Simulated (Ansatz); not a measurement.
Relaxation of a periodic cell of 17 atoms, Si16O (host Si, host structure diamond, interstitial O), to a largest force component of 0.08 eV/Å in at most 25 steps.

All numbers below come from Ansatz, DFT LDA, scalar-relativistic, plane waves, PAW. Settings: accuracy low, PAW set soft_1, cutoff 420 eV, k mesh 2x2x2, fermi-dirac smearing 0.02 eV, spin collinear.

```xyz
17
Lattice="0.0000 5.4300 5.4300 5.4300 0.0000 5.4300 5.4300 5.4300 0.0000" Properties=species:S:1:pos:R:3:forces:R:3
Si 0.000 0.000 0.000 0.09 0.00 0.01
Si 1.357 1.357 1.357 0.13 -0.12 -0.12
Si 2.715 2.715 0.000 -0.03 -0.08 0.02
Si 4.072 4.072 1.357 -0.43 0.43 -0.43
Si 2.715 0.000 2.715 -0.02 0.01 -0.08
Si 4.072 1.357 4.072 -0.46 -0.46 0.46
Si 5.430 2.715 2.715 0.03 0.00 -0.01
Si 6.787 4.072 4.072 0.41 0.39 0.39
Si 0.000 2.715 2.715 -0.02 0.00 0.01
Si 1.357 4.072 4.072 0.13 0.12 0.11
Si 2.715 5.430 2.715 -0.02 -0.01 0.08
Si 4.072 6.787 4.072 -0.10 -0.11 0.11
Si 2.715 2.715 5.430 -0.02 0.08 0.00
Si 4.072 4.072 6.787 -0.10 0.11 -0.12
Si 5.430 5.430 5.430 -0.07 0.00 0.01
Si 6.787 6.787 6.787 0.38 -0.37 -0.37
O 8.178 5.430 5.417 0.09 0.00 -0.04
```

Question: Where does it end, and by what steps?

Answer: The run converged. Limits of this set-up: coarse k mesh, PAW files made for another functional, a small cell, in which the defect meets its images, low accuracy level. After 11 steps the energy has fallen by 1.457 eV; O17 moved furthest, 0.74 Å. Joined: Si4–O17 (2.34 → 1.88 Å), Si6–O17 (2.32 → 1.88 Å), Si8–O17 (2.36 → 1.88 Å).

| step | energy less start (eV) | largest force component (eV/Å) | accepted |
| --- | --- | --- | --- |
| 0 | 0.0000 | 0.458 | yes |
| 1 | -0.0915 | 0.335 | yes |
| 2 | -0.3017 | 1.162 | yes |
| 3 | -0.5357 | 0.974 | yes |
| 4 | -0.7749 | 1.003 | yes |
| 5 | -1.2145 | 0.679 | yes |
| 6 | -1.2664 | 0.616 | yes |
| 7 | -1.3649 | 0.312 | yes |
| 8 | -1.4001 | 0.271 | yes |
| 9 | -1.4442 | 0.109 | yes |
| 10 | -1.4291 | 0.253 | no |
| 11 | -1.4573 | 0.045 | yes |

```xyz
17
Lattice="0.0000 5.4300 5.4300 5.4300 0.0000 5.4300 5.4300 5.4300 0.0000" Properties=species:S:1:pos:R:3
Si 0.201 0.059 0.055
Si 1.244 1.472 1.470
Si 2.659 2.517 0.059
Si 3.908 4.241 1.107
Si 2.654 0.058 2.516
Si 3.906 1.109 4.237
Si 5.334 2.818 2.818
Si 7.036 4.240 4.241
Si -0.108 2.823 2.822
Si 1.420 4.091 4.090
Si 2.689 5.460 2.678
Si 4.055 6.727 4.093
Si 2.687 2.677 5.459
Si 4.052 4.093 6.727
Si 5.469 5.460 5.462
Si 6.682 6.897 6.898
O 8.590 4.987 4.985
```

Time of the run: 6.1 min on 1 thread of Arm Neoverse V1 (shared host), peak memory 0.89 GiB.
